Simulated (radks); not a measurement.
Values are calculated unless marked as measured or tabulated.
Kr II, 35 electrons, occupied as [Ar] 3d9 4s2 4p5 4d1 (not the ground configuration).

Level of theory: scalar-relativistic Kohn-Sham, PBE, spin-polarised, spherical densities, finite nucleus; open shells are filled with parallel spins first; Fermi nuclear charge, rms radius 4.1884 fm (a radial shooting solver on a logarithmic mesh with Libxc functionals).

Energy parts (eV):
total: -75815.436
kinetic: 77554.425
electron-nucleus: -181941.720
Hartree: 31163.068
exchange-correlation: -2591.209

Orbitals (lengths in bohr, moments of r in powers of bohr; r(max) is where P^2 peaks; r(90%) holds 90 % of the orbital's charge):
orbital  occ.  eigenvalue (eV)  r(90%)   r(max)
1s up       1        -14192.16  0.0742  0.02708
1s down     1        -14192.06  0.0742  0.02708
2s up       1        -1900.195   0.284   0.1543
2s down     1        -1898.957   0.284   0.1542
2p up       3        -1684.020   0.261   0.1234
2p down     3        -1683.046   0.261   0.1234
3s up       1        -295.0339   0.780   0.4650
3s down     1        -293.2183   0.781   0.4652
3p up       3        -226.0454   0.811   0.4605
3p down     3        -224.2231   0.812   0.4608
3d up       5        -112.2750   0.875   0.4057
3d down     4        -110.3270   0.877   0.4065
4s up       1         -40.6604    2.15    1.283
4s down     1         -39.1452    2.15    1.282
4p up       3         -24.9827    2.54    1.437
4p down     2         -23.4626    2.56    1.437
5s up       0          -7.3762    6.12    3.650
4d up       1          -5.9515    4.99    2.214
5p up       0          -4.8052    7.78    4.641

The highest occupied level is 4d up at -5.951 eV. The configuration is held as typed, so some empty levels lie below it. Spin moment in Bohr magnetons: 3. The spin density at the nucleus is -0.955 e/bohr^3 (1s -0.233, 2s -1.795, 3s 1.286, 4s -0.213).
